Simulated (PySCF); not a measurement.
HKO, SMILES [OH][K]. Atoms are numbered in the order given.

```xyz
3

K      0.0000     0.0000    -0.7482
O      0.0000     0.0000     1.4735
H      0.0000     0.0000     2.4283
```

Geometry optimised at PBE0-D3(BJ)/def2-TZVPD. The isomer is the one that the SMILES or the coordinates give; other isomers of the formula were not compared.

The numbers are results of TDDFT-PBE/def2-TZVPD (PySCF), not measurements.

Vertical excitations; the highest root listed may be one member of a degenerate set. The molecule is in vacuum. State labels are in the subgroup C2v.

```json
[
 {"state": "S1", "symmetry": "B1", "energy (eV)": "2.12", "λ (nm)": "586", "f": "0.006", "main pairs": "HOMO−1→LUMO (degenerate set)"},
 {"state": "S2", "symmetry": "B2", "energy (eV)": "2.12", "λ (nm)": "586", "f": "0.006", "main pairs": "HOMO→LUMO (degenerate set)"},
 {"state": "S3", "symmetry": "A2", "energy (eV)": "3.49", "λ (nm)": "355", "f": "0.000", "main pairs": "HOMO−1→LUMO+2, HOMO→LUMO+1 (degenerate set)"},
 {"state": "S4", "symmetry": "A1", "energy (eV)": "3.49", "λ (nm)": "355", "f": "0.000", "main pairs": "HOMO−1→LUMO+1, HOMO→LUMO+2 (degenerate set)"},
 {"state": "S5", "symmetry": "A2", "energy (eV)": "3.52", "λ (nm)": "352", "f": "0.000", "main pairs": "HOMO→LUMO+1 50 %, HOMO−1→LUMO+2 50 %"},
 {"state": "S6", "symmetry": "A1", "energy (eV)": "3.54", "λ (nm)": "350", "f": "0.001", "main pairs": "HOMO→LUMO+2 50 %, HOMO−1→LUMO+1 50 %"},
 {"state": "S7", "symmetry": "B1", "energy (eV)": "3.70", "λ (nm)": "335", "f": "0.037", "main pairs": "HOMO−1→LUMO+3 (degenerate set)"},
 {"state": "S8", "symmetry": "B2", "energy (eV)": "3.70", "λ (nm)": "335", "f": "0.037", "main pairs": "HOMO→LUMO+3 (degenerate set)"},
 {"state": "S9", "symmetry": "B1", "energy (eV)": "4.41", "λ (nm)": "281", "f": "0.003", "main pairs": "HOMO−1→LUMO+4 (degenerate set)"},
 {"state": "S10", "symmetry": "B2", "energy (eV)": "4.41", "λ (nm)": "281", "f": "0.003", "main pairs": "HOMO→LUMO+4 (degenerate set)"},
 {"state": "T1", "symmetry": "B1", "energy (eV)": "2.08", "λ (nm)": "597", "f": "0", "main pairs": "HOMO−1→LUMO (degenerate set)"},
 {"state": "T2", "symmetry": "B2", "energy (eV)": "2.08", "λ (nm)": "597", "f": "0", "main pairs": "HOMO→LUMO (degenerate set)"},
 {"state": "T3", "symmetry": "A1", "energy (eV)": "3.41", "λ (nm)": "364", "f": "0", "main pairs": "HOMO→LUMO+2 50 %, HOMO−1→LUMO+1 50 %"},
 {"state": "T4", "symmetry": "A2", "energy (eV)": "3.46", "λ (nm)": "358", "f": "0", "main pairs": "HOMO−1→LUMO+2 50 %, HOMO→LUMO+1 50 %"}
]
```
Triplets are in the Tamm–Dancoff approximation, which puts them higher than full response would, so one can lie above its singlet here.
